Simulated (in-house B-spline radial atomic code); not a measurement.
Successive ionisation energies of bismuth; each step leads to the configuration of the next row (after the last: [Kr] 4d9). NIST's values go from ground level to ground level; the uncertainty of those that are theory runs from under 0.1 % in few-electron ions to several per cent in heavy many-electron ones. Computed with an all-electron radial atomic-structure program (B-spline basis): non-relativistic Hartree-Fock, average of the configuration, point nuclei.

This level leaves out relativity, spin-orbit splitting included, which matters for heavy ions.

| ion | configuration | ionisation energy (eV) | tabulated value (eV) | tabulated kind | computed minus tabulated (eV) | highest orbital | largest mean radius (bohr) |
| --- | --- | --- | --- | --- | --- | --- | --- |
| Bi24+ | [Kr] 4d10 4f13 | 792.3 | 750 | tabulated theory | 42.3 | 4f | 0.41447 |
| Bi25+ | [Kr] 4d10 4f12 | 844.4 | 810 | tabulated theory | 34.4 | 4f | 0.41229 |
| Bi26+ | [Kr] 4d10 4f11 | 897.6 | 870 | tabulated theory | 27.6 | 4f | 0.41009 |
| Bi27+ | [Kr] 4d10 4f10 | 951.9 | 930 | tabulated theory | 21.9 | 4f | 0.40786 |
| Bi28+ | [Kr] 4d10 4f9 | 1007.3 | 990 | tabulated theory | 17.3 | 4f | 0.40562 |
| Bi29+ | [Kr] 4d10 4f8 | ? | ? | tabulated theory | ? | ? | ? |
| Bi30+ | [Kr] 4d10 4f7 | ? | ? | tabulated theory | ? | ? | ? |
| Bi31+ | [Kr] 4d10 4f6 | 1180.1 | 1180 | tabulated theory | 0.1 | 4f | 0.39954 |
| Bi32+ | [Kr] 4d10 4f5 | 1239.9 | 1250 | tabulated theory | -10.1 | 4f | 0.39752 |
| Bi33+ | [Kr] 4d10 4f4 | ? | ? | tabulated theory | ? | ? | ? |
| Bi34+ | [Kr] 4d10 4f3 | 1362.5 | 1380 | tabulated theory | -17.5 | 4f | 0.39346 |
| Bi35+ | [Kr] 4d10 4f2 | 1425.4 | 1440 | tabulated theory | -14.6 | 4f | 0.39143 |
| Bi36+ | [Kr] 4d10 4f1 | 1489.3 | 1500 | tabulated theory | -10.7 | 4f | 0.38939 |
| Bi37+ | [Kr] 4d10 | 1795.1 | 1784 | tabulated theory | 11.1 | 4d | 0.38735 |

Task: Fill in the row of Bi29+.

Result: ionisation energy (eV): 1063.9; tabulated value (eV): 1060; computed minus tabulated (eV): 3.9; highest orbital: 4f; largest mean radius (bohr): 0.40353.

Task: Fill in the row of Bi30+.

Result: ionisation energy (eV): 1121.5; tabulated value (eV): 1120; computed minus tabulated (eV): 1.5; highest orbital: 4f; largest mean radius (bohr): 0.40154.

Task: Fill in the row of Bi33+.

Result: ionisation energy (eV): 1300.7; tabulated value (eV): 1310; computed minus tabulated (eV): -9.3; highest orbital: 4f; largest mean radius (bohr): 0.39549.
